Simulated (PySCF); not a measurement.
PySCF 2.14 output of an unrestricted LDA calculation on a single atom or ion in aug-cc-pwCVTZ-PP with ECP28MDF (8s8p7d4f3g, 122 functions), with a scalar-relativistic core potential:

```
SCF conv_tol = 1e-09
number electrons alpha = 9  beta = 4
    P. A. M. Dirac.,  Math. Proc. Cambridge Philos. Soc. 26, 376 (1930)
    F. Bloch.,  Z. Phys. 57, 545 (1929)
    S. H. Vosko, L. Wilk, and M. Nusair.,  Can. J. Phys. 58, 1200 (1980)
cycle= 1 E= -56.3095995798436  delta_E= -0.00569  |g|= 0.0287  |ddm|= 1.24
cycle= 2 E= -56.30970082684  delta_E= -0.000101  |g|= 0.0242  |ddm|= 0.241
cycle= 3 E= -56.3099352408927  delta_E= -0.000234  |g|= 0.000223  |ddm|= 0.0403
cycle= 4 E= -56.3099353451077  delta_E= -1.04e-07  |g|= 2.72e-05  |ddm|= 0.0182
cycle= 5 E= -56.3099353465983  delta_E= -1.49e-09  |g|= 7.47e-06  |ddm|= 0.00186
cycle= 6 E= -56.309935346646  delta_E= -4.77e-11  |g|= 5.22e-07  |ddm|= 0.000222
converged SCF energy = -56.309935346646  <S^2> = 8.7503007  2S+1 = 6.0001002
```

The run itself started from symmetry-adapted Hartree-Fock orbitals and held the occupation by maximum overlap, on a logarithmic radial grid, so the iterations belong to that start.

Problem. Which element, charge and spin multiplicity is this?

Solution. Nb (niobium, neutral), multiplicity 6; the state was [Kr] 4d3 5s1 6s1, high-spin 6F determinant (an excited configuration).

Energies and moments cover only the electrons outside the core potential. The outer electron is Rydberg-like, and this basis confines it to a smaller radius and binds it less than a complete one would.
